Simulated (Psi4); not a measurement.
C2H7B, singlet, geometry from GFN2-xTB, atoms displaced at random by about 0.08 Å a coordinate; PBE0/STO-3G, gradient (Psi4).

The Psi4 input:
```
memory 2 GB

molecule {
0 1
  B    -0.43732180   -0.54827792   -0.05354594
  H    -1.05268907   -1.37204031    0.09644819
  C     1.11708021   -0.46486859    0.72772698
  H     1.21458299   -1.01400831    1.65803940
  H     1.50868591    0.52297887    0.93108687
  H     1.71987291   -1.25421735    0.04401467
  C    -0.88219277    0.83795244   -0.77095800
  H    -1.56727817    1.39270215   -0.10683690
  H    -1.54251133    0.51112616   -1.68330026
  H     0.04313230    1.57195779   -0.85077996
symmetry c1
no_reorient
no_com
}

set basis sto-3g

gradient('pbe0')
print_variables()
```

Question: Predict the main parts of the log of this Psi4 run.

Answer: 
```
gradient() will perform analytic gradient computation.

   => Loading Basis Set <=

    Name: STO-3G
    Role: ORBITAL
    Keyword: BASIS

         ---------------------------------------------------------
                                   SCF
               by Justin Turney, Rob Parrish, Andy Simmonett
                          and Daniel G. A. Smith
                              RKS Reference
         ---------------------------------------------------------

  ==> Geometry <==

    Molecular point group: c1
    Full point group: C1

    Geometry (in Angstrom), charge = 0, multiplicity = 1:

       Center              X                  Y                   Z               Mass
    ------------   -----------------  -----------------  -----------------  -----------------
         B           -0.437321800000    -0.548277920000    -0.053545940000    11.009305360000
         H           -1.052689070000    -1.372040310000     0.096448190000     1.007825032230
         C            1.117080210000    -0.464868590000     0.727726980000    12.000000000000
         H            1.214582990000    -1.014008310000     1.658039400000     1.007825032230
         H            1.508685910000     0.522978870000     0.931086870000     1.007825032230
         H            1.719872910000    -1.254217350000     0.044014670000     1.007825032230
         C           -0.882192770000     0.837952440000    -0.770958000000    12.000000000000
         H           -1.567278170000     1.392702150000    -0.106836900000     1.007825032230
         H           -1.542511330000     0.511126160000    -1.683300260000     1.007825032230
         H            0.043132300000     1.571957790000    -0.850779960000     1.007825032230

  Running in c1 symmetry.

  Rotational constants: A =      1.03116  B =      0.23907  C =      0.20892 [cm^-1]
  Rotational constants: A =  30913.27020  B =   7167.11346  C =   6263.16636 [MHz]
  Nuclear repulsion =   64.350135063849734

  Charge       = 0
  Multiplicity = 1
  Electrons    = 24
  Nalpha       = 12
  Nbeta        = 12

  ==> Algorithm <==

  SCF Algorithm Type is DF.
  DIIS enabled.
  MOM disabled.
  Fractional occupation disabled.
  Guess Type is SAD.
  Energy threshold   = 1.00e-08
  Density threshold  = 1.00e-08
  Integral threshold = 1.00e-12

  ==> Primary Basis <==

  Basis Set: STO-3G
    Blend: STO-3G
    Number of shells: 16
    Number of basis functions: 22
    Number of Cartesian functions: 22
    Spherical Harmonics?: true
    Max angular momentum: 1

  ==> DFT Potential <==

   => LibXC <=

    Version 7.1.2
    S. Lehtola, C. Steigemann, M. J. T. Oliveira, and M. A. L. Marques,  SoftwareX 7, 1–5 (2018) (10.1016/j.softx.2017.11.002)

   => Composite Functional: PBE0 <=

    PBE0 Hyb-GGA Exchange-Correlation Functional

    C. Adamo and V. Barone,  J. Chem. Phys. 110, 6158 (1999) (10.1063/1.478522)
    M. Ernzerhof and G. E. Scuseria,  J. Chem. Phys. 110, 5029 (1999) (10.1063/1.478401)

    Deriv               =              1
    GGA                 =           TRUE
    Meta                =          FALSE

    Exchange Hybrid     =           TRUE
    MP2 Hybrid          =          FALSE

   => Exchange Functionals <=

    0.7500   Perdew, Burke & Ernzerhof

   => Exact (HF) Exchange <=

    0.2500               HF

   => Correlation Functionals <=

    1.0000   Perdew, Burke & Ernzerhof

   => LibXC Density Thresholds  <==

    XC_HYB_GGA_XC_PBEH:  1.00E-15

   => Molecular Quadrature <=

    Radial Scheme          =       TREUTLER
    Pruning Scheme         =           NONE
    Nuclear Scheme         =       TREUTLER

    Blocking Scheme        =         OCTREE
    BS radius alpha        =              1
    Pruning alpha          =              1
    Radial Points          =             75
    Spherical Points       =            302
    Total Points           =         214406
    Total Blocks           =           1647
    Max Points             =            256
[...]
  @DF-RKS Final Energy:  -103.82369937318543
    Total Energy =                       -103.8236993731854341
[...]
         H            1.508685910000     0.522978870000     0.931086870000     1.007825032230
         H            1.719872910000    -1.254217350000     0.044014670000     1.007825032230
         C           -0.882192770000     0.837952440000    -0.770958000000    12.000000000000
         H           -1.567278170000     1.392702150000    -0.106836900000     1.007825032230
         H           -1.542511330000     0.511126160000    -1.683300260000     1.007825032230
         H            0.043132300000     1.571957790000    -0.850779960000     1.007825032230

  Nuclear repulsion =   64.350135063849734

  ==> Basis Set <==

  Basis Set: STO-3G
    Blend: STO-3G
    Number of shells: 16
    Number of basis functions: 22
    Number of Cartesian functions: 22
    Spherical Harmonics?: true
    Max angular momentum: 1

  ==> DFJKGrad: Density-Fitted SCF Gradients <==

    Gradient:                    1
    J tasked:                  Yes
    K tasked:                  Yes
    wK tasked:                  No
    Integrals threads:           1
    Schwarz Cutoff:          1E-12
    Fitting Condition:       1E-10

   => Auxiliary Basis Set <=

  Basis Set: (STO-3G AUX)
    Blend: DEF2-UNIVERSAL-JKFIT
    Number of shells: 117
    Number of basis functions: 351
    Number of Cartesian functions: 407
    Spherical Harmonics?: true
    Max angular momentum: 4

  ==> DFT Potential <==

   => LibXC <=

    Version 7.1.2
    S. Lehtola, C. Steigemann, M. J. T. Oliveira, and M. A. L. Marques,  SoftwareX 7, 1–5 (2018) (10.1016/j.softx.2017.11.002)

   => Composite Functional: PBE0 <=

    PBE0 Hyb-GGA Exchange-Correlation Functional

    C. Adamo and V. Barone,  J. Chem. Phys. 110, 6158 (1999) (10.1063/1.478522)
    M. Ernzerhof and G. E. Scuseria,  J. Chem. Phys. 110, 5029 (1999) (10.1063/1.478401)

    Deriv               =              1
    GGA                 =           TRUE
    Meta                =          FALSE

    Exchange Hybrid     =           TRUE
    MP2 Hybrid          =          FALSE

   => Exchange Functionals <=

    0.7500   Perdew, Burke & Ernzerhof

   => Exact (HF) Exchange <=

    0.2500               HF

   => Correlation Functionals <=

    1.0000   Perdew, Burke & Ernzerhof

   => LibXC Density Thresholds  <==

    XC_HYB_GGA_XC_PBEH:  1.00E-15

   => Molecular Quadrature <=

    Radial Scheme          =       TREUTLER
    Pruning Scheme         =           NONE
    Nuclear Scheme         =       TREUTLER

    Blocking Scheme        =         OCTREE
    BS radius alpha        =              1
    Pruning alpha          =              1
    Radial Points          =             75
    Spherical Points       =            302
    Total Points           =         214406
    Total Blocks           =           1647
    Max Points             =            256
    Max Functions          =             22
    Weights Tolerance      =       1.00E-15

  -Total Gradient:
     Atom            X                  Y                   Z
    ------   -----------------  -----------------  -----------------
       1       -0.126294453611    -0.145637519789    -0.034491532855
       2        0.067522678635     0.095635647991    -0.007484200115
       3        0.041669540294     0.082993550319     0.060903795782
       4        0.016394266759     0.004062122019    -0.016173025548
       5       -0.012420562409    -0.009532680825     0.018738725300
       6        0.013586658008    -0.060051054471    -0.023534509325
       7       -0.012293075466     0.019696062761     0.010227527415
       8        0.003354474019     0.007222662391    -0.003348352984
       9       -0.038071384231    -0.031902122925    -0.024133232364
      10        0.046555077083     0.037509946343     0.019277868676

  Variable Map:
  ----------------------------------------------------------------------------
[...]
  Array Variable Map:
  ----------------------------------------------------------------------------
[...]
[...]
```
